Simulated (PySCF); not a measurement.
C2H6BFN2. Atoms are numbered in the order given.

```xyz
12

C      0.0662     2.6934     0.0000
N     -0.3498     1.3131     0.0000
C      0.5315     0.3898     0.0000
B      0.0721    -1.1233     0.0000
N     -1.2830    -1.4359     0.0000
F      1.0037    -2.0941     0.0000
H      1.1670     2.8322     0.0000
H     -0.3580     3.2032    -0.8822
H     -0.3580     3.2032     0.8822
H      1.6164     0.6443     0.0000
H     -1.6562    -2.3766     0.0000
H     -1.9616    -0.6820     0.0000
```

Coordinates come from a B3LYP-D3(BJ)/def2-SVP optimisation. The structure was generated by enumeration; whether it is a known compound was not checked. One conformer was computed; it need not be the lowest.

All values below come from PBE0/pcSseg-1 (PySCF).

GIAO shieldings, no solvent; atoms listed in one row are averaged. δ = σ(ref) − σ: ¹³C against TMS (σ = 186.3 ppm); ¹⁵N against NH3 (σ = 267.4 ppm); ¹¹B against BF3 (σ = 88.8 ppm); ¹⁹F against CFCl3 (σ = 167.2 ppm); ¹H against TMS (σ = 31.56 ppm), references at their B3LYP-D3(BJ)/def2-TZVP geometries, non-relativistic.

```json
[
 {"nucleus": "¹³C", "atoms": "C3", "count": "1", "δ (ppm)": "179.6"},
 {"nucleus": "¹³C", "atoms": "C1", "count": "1", "δ (ppm)": "58.7"},
 {"nucleus": "¹⁵N", "atoms": "N2", "count": "1", "δ (ppm)": "449.1"},
 {"nucleus": "¹⁵N", "atoms": "N5", "count": "1", "δ (ppm)": "80.2"},
 {"nucleus": "¹¹B", "atoms": "B4", "count": "1", "δ (ppm)": "13.0"},
 {"nucleus": "¹⁹F", "atoms": "F6", "count": "1", "δ (ppm)": "-134.9"},
 {"nucleus": "¹H", "atoms": "H10", "count": "1", "δ (ppm)": "8.31"},
 {"nucleus": "¹H", "atoms": "H12", "count": "1", "δ (ppm)": "4.44"},
 {"nucleus": "¹H", "atoms": "H7, H8, H9", "count": "3", "δ (ppm)": "3.98"},
 {"nucleus": "¹H", "atoms": "H11", "count": "1", "δ (ppm)": "3.09"}
]
```
